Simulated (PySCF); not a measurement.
## MCd cations for M along group 13

CCSD(T) with double-zeta basis sets in PySCF, for the lowest determinant that a PBE0 search found; no spin–orbit coupling. De refers to high-spin ground-configuration atoms (the charge goes to the atom of lower measured ionisation energy or higher electron affinity, which is not always the lowest computed limit).

| M | basis | reference, frozen orbitals | charged atom | state (unpaired electrons) | Re (Å) | ωe (cm⁻¹) | De (eV) |
| --- | --- | --- | --- | --- | --- | --- | --- |
| B | cc-pVDZ-PP/cc-pVDZ | RHF, 1 | B+ | singlet (closed shell) | 2.538 | 292 | 1.48 |
| Al | def2-SVPD | RHF, 5 | Al+ | singlet (closed shell) | 3.067 | 135 | 0.59 |
| In | def2-SVP | RHF, 4 | In+ | singlet (closed shell) | 3.237 | 78.7 | 0.45 |
| Tl | def2-SVP | RHF, 4 | Tl+ | singlet (closed shell) | 3.314 | 64.6 | n/a |

The shortest bond is that of CdB⁺ (2.538 Å), the longest that of TlCd⁺ (3.314 Å).

The rows differ in basis set, which adds steps of its own.

Down a group the atoms grow and get heavier, so bonds lengthen and wavenumbers fall; this series shows no clear exception.

Correlated steps freeze the inner cores (1 to 5 orbitals); shallow outer-core shells are correlated. Weak bonds: CdIn⁺. Basis-set superposition, not corrected here, can be much of De in a small basis, most of all at correlated wavefunction levels. Spin–orbit coupling is left out. For an ion De counts to the pair picked by the measured ionisation energies or electron affinities, which need not be the lowest pair at this level.
